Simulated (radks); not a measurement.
Q: The table gives one normalised radial function P(r) = r R(r) of Lu4+ in [Xe] 4f13 (r in bohr). Method: scalar-relativistic Kohn-Sham, revPBE, spin-polarised, spherical densities, finite nucleus; open shells are filled with parallel spins first (spin-orbit coupling, left out, can overturn this in heavy ions); Fermi nuclear charge, rms radius 5.37 fm; computed with a radial shooting solver on a logarithmic mesh with Libxc functionals.

r	P
0.00282	0.0000
0.003701	0.0000
0.004897	0.0000
0.006428	0.0000
0.008505	0.0000
0.01116	0.0001
0.01477	0.0003
0.01939	0.0007
0.02565	0.0019
0.03394	0.0050
0.04455	0.0124
0.05895	0.0300
0.07737	0.0672
0.1024	0.1434
0.1344	0.2755
0.1778	0.4867
0.2334	0.7522
0.3088	1.0260
0.4053	1.1980
0.5363	1.1976
0.7039	1.0309
0.9314	0.7661
1.232	0.4934
1.617	0.2739
2.14	0.1206
2.809	0.0417
3.717	0.0093

Which n and l does it have? It may be an empty orbital.

A: n = 4, l = 3: the number of nodes gives n - l - 1 = 0, the rise at small r (about r^(l+1), flatter next to the nucleus through relativity) gives l, and the extent must fit the shell. The curve is that of 4f down; the table hardly tells the two spins apart. 4f down: eigenvalue -57.040 eV, 0 radial nodes, <r> = 0.684 bohr, 90 % of the charge inside 1.16 bohr.
